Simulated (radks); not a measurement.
Problem. The magnesium ion Mg3+, configuration [He] 2s2 2p5. Method: Dirac Kohn-Sham, BLYP, spin-unpolarised, spherical densities, point nucleus; open shells are shared between the two j in proportion to 2j + 1; computed with a radial shooting solver on a logarithmic mesh with Libxc functionals. Some entries of the table are withheld. Estimate them.

orbital     occ.  eigenvalue (hartree)  <1/r> (bohr^-1)
1s1/2          2             -48.44635            11.63
2s1/2          2                   (1)              (2)
2p1/2    1.66667                   (3)              (4)
2p3/2    3.33333                   (5)              (6)

Solution. 
(1) 2s1/2 eigenvalue (hartree): -4.73661
(2) 2s1/2 <1/r> (bohr^-1): 2.178
(3) 2p1/2 eigenvalue (hartree): -3.54549
(4) 2p1/2 <1/r> (bohr^-1): 2.068
(5) 2p3/2 eigenvalue (hartree): -3.53353
(6) 2p3/2 <1/r> (bohr^-1): 2.060
